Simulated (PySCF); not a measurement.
Assignment exercise: C3H7F3Si2

Structure with atom numbers: `[F:1][C:2]([F:3])([F:4])[CH:5]1[SiH2:6][CH2:7][SiH2:8]1`. Hydrogens are named by the atom that carries them. Ha(Si6), Ha(C7), Ha(Si8) are cis to C2 on the ring; Hb(Si6), Hb(C7), Hb(Si8) are trans to C2 on the ring.

Theoretical values (PySCF 2.14): NMR shieldings at PBE0/pcSseg-1/GIAO, GFN2-xTB geometry. One conformer, non-relativistic, fast rotation and ring inversion assumed for equivalent nuclei, isolated molecule.

δ = σ(ref) − σ, references computed at the same level: 13C and 1H vs TMS.

**Question.** Assign these signals to the numbered atoms. 13C{1H} NMR (computed): δ 139.4 (C), 24.8 (CH), -7.3 (CH2).

**Answer.** 
| δ (ppm) | atoms | environment | reason |
| --- | --- | --- | --- |
| 139.4 | C2 | CF3 carbon | 3 electronegative neighbours deshield it |
| 24.8 | C5 | sp3 CH bonded to 2 Si | – |
| -7.3 | C7 | sp3 CH2 bonded to 2 Si | an electropositive neighbour leaves it electron-rich and shielded |

**Question.** Assign these signals to the numbered atoms. 1H NMR (600 MHz, computed): δ 5.05 (m, 2H), 4.88 (m, 2H), 2.07 (m, 1H), 0.76 (m, 1H), 0.59 (m, 1H).

**Answer.** 
5.05 → Ha(Si6)/Ha(Si8), hydrogen on a silicon bonded to 2 C, in a 4-membered ring
4.88 → Hb(Si6)/Hb(Si8), hydrogen on a silicon bonded to 2 C, in a 4-membered ring
2.07 → H(C5), hydrogen on an sp3 CH bonded to 2 Si
0.76 → Ha(C7), hydrogen on an sp3 CH2 bonded to 2 Si: an electropositive neighbour shields it, as in TMS itself
0.59 → Hb(C7), hydrogen on an sp3 CH2 bonded to 2 Si

Splittings by 19F in the carbon and heteronuclear signals aren't shown, as no couplings were computed. Shifts are as computed. Against solution values, carbons near 30 ppm lie about +3 ppm off and those near 130 ppm about +5 ppm. Of 1309 compounds with measured shifts, 239 miss one by over three times the rms of a fit or turn the order of signals round; such compounds aren't used in these exercises. Multiplicities follow the n + 1 count of equivalent neighbours, as no J values were calculated; m marks all less simple cases, F and P coupling included.
